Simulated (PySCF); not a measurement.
# Spinor energies of N²⁺ (nitrogen, charge +2)

Start: [He] 2s2 2p1; 2p3/2 filled at m_j = +3/2. Calculated with PySCF 2.14 in x2c-TZVPall-2c (5s3p2d1f, 31 functions): generalised Hartree-Fock with the X2C-1e Hamiltonian and a Gaussian nucleus; one run each with spin-orbit coupling (SO) switched off, then screened by Boettger's factors. This is a chosen level, not necessarily the ground level.

```
spinor shell  electrons  ε, spin-free (eV)  ε, screened SO (eV)  weight of nominal j (screened SO)  rms radius, screened SO (bohr)
       1s1/2          2            -466.02              -466.02                              1.000                           0.264
       2s1/2          2            -56.432              -56.434                              1.000                            1.28
       2p3/2          1            -47.859              -47.851                              1.000                            1.24
```

| quantity | spin-free | screened SO |
| --- | --- | --- |
| E (hartree) | -52.84524 | -52.84493 |
| M_J | 3/2 | 3/2 |
| ⟨J²⟩ | 3.754 | 3.754 |
| ⟨L²⟩ | 2.003 | 2.003 |
| ⟨S²⟩ | 0.752 | 0.752 |

Each row is a mean over spinors that exchange with the open shell spreads, by up to 4.593 eV (2s1/2).

Without spin-orbit coupling the j labels of p, d and f shells carry no meaning; the spin-free column gives the mean over the occupied spinors of each nl shell.
